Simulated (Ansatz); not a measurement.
Computed with Ansatz on PBE0-D4/def2-TZVP structures; ΔE is electronic, products minus reactants. CCSD(T)/CBS adds triple-zeta CCSD(T) − MP2 to the extrapolated MP2 energy (def2 sets, frozen cores). Functionals use def2-TZVPP. For Zn outer-core shells are correlated without core-valence functions, which leaves a few kJ/mol of doubt a bond. Scalar relativity is left out up to krypton. Each species was taken in one conformer, which may not be the lowest.

Consider the redistribution: `C[SiH2][O][ZnH]` + `BSC` → `C[S][ZnH]` + `BO[SiH2]C`.

| level | ΔE (kJ/mol) |
| --- | --- |
| LDA (SPW92) | -37.0 |
| B2PLYP | -41.7 |
| PBE-QIDH | -42.1 |
| r2SCAN0 | -44.1 |
| BHLYP | -51.6 |
| LC-ωPBE | -41.9 |
| HF/CBS(def2) | -59.9 |
| CCSD/CBS(def2) | -44.8 |

**Question.** What does CCSD(T)/CBS give? (Best estimate.)

**Answer.** Computed: -41.6 kJ/mol. The listed levels differ from it by 4.6, -0.1, -0.5, -2.5, -10.0, -0.3, -18.3, -3.2 kJ/mol.

Largest T1 diagnostic among the species: 0.015.

From r2SCAN to r2SCAN0 (25 % exact exchange), in def2-TZVPP and without D4, ΔE moves by −5.4 kJ/mol. At CCSD(T), def2-SVP lies +7.8 kJ/mol from the extrapolated value and def2-TZVPP +4.3 kJ/mol.
